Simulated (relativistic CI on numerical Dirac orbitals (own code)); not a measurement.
A reference radial Dirac CI calculation of Mg IX gave the lowest total energy -162.37060 Ha in 25 SCF steps, from this input:

```
atom Mg  Z=12  charge=8  electrons=4
nucleus A=24  rms_radius_fm=3.0570
hamiltonian dirac-coulomb  breit=on  qed=on  c_scale=1
orbitals kli  potential=per-configuration
slater_scale 1
correlation none
mixing on
grid step=0.0125 r_max=10.3
scf mixing=0.4 start=green max_iterations=150 tolerance=2e-08 node_fill=0.05
configurations
  [He] 2s2
  [He] 2s 2p
  [He] 2p2
end
```

One setting was then changed, and the output read:

```
SCF 1: [He] 2s2
 iter      energy (Ha)   residual   last orbital (Ha)
    1      -161.723754   1.02e+00    -14.33197
    2      -162.086192   6.00e-01    -13.26763
    3      -162.275376   7.95e-03    -11.91507
    4      -162.275311   3.12e-03    -11.91250
    5      -162.275328   2.13e-05    -11.90397
    6      -162.275329   9.27e-07    -11.90405
    7      -162.275329   1.20e-07    -11.90405
    8      -162.275329   5.20e-10    -11.90405
SCF 2: [He] 2s 2p
 iter      energy (Ha)   residual   last orbital (Ha)
    1      -160.912599   1.05e+00    -14.11336
    2      -161.365449   6.12e-01    -12.83372
    3      -161.598340   2.09e-02    -11.31845
    4      -161.598679   4.00e-03    -11.24693
    5      -161.598698   8.30e-05    -11.22974
    6      -161.598698   1.20e-06    -11.23003
    7      -161.598698   1.54e-06    -11.23003
    8      -161.598698   1.78e-09    -11.23003
SCF 3: [He] 2p2
 iter      energy (Ha)   residual   last orbital (Ha)
    1      -159.750109   1.12e+00    -14.11336
    2      -160.328566   6.49e-01    -12.71411
    3      -160.621462   1.49e-02    -11.01852
    4      -160.621648   5.78e-03    -11.02712
    5      -160.621679   5.22e-05    -11.00955
    6      -160.621679   5.31e-05    -11.00950
    7      -160.621679   3.29e-07    -11.00970
    8      -160.621679   1.76e-07    -11.00970
    9      -160.621679   2.88e-10    -11.00970
orbital energies (Ha): 1s -58.8511  2s -11.9040
configuration averages (Ha): Dirac-Coulomb, Breit, QED
  2s2                           -162.275329    0.024646    0.021402
  2s 2p                         -161.598698    0.024659    0.020389
  2p2                           -160.621679    0.024868    0.019368
levels: no., configuration, term, J, E (cm-1), weight
   1 2s2                    1S   0                0.0  0.97
   2 2s 2p                  3P*  0           137324.8  1.00
   3 2s 2p                  3P*  1           138430.1  1.00
   4 2s 2p                  3P*  2           140893.5  1.00
   5 2s 2p                  1P*  1           224472.7  1.00
   6 2p2                    3P   0           359159.8  1.00
   7 2p2                    3P   1           360503.7  1.00
   8 2p2                    3P   2           362621.5  1.00
   9 2p2                    1D   2           388708.6  1.00
  10 2p2                    1S   0           442113.8  0.97
lowest total energy -162.286667 Ha
end: converged
```

(1) Which setting was changed?
A. Breit term
B. start potential
C. speed of light
D. Slater scale

Results:

(1) D. The Slater scale 0.6.
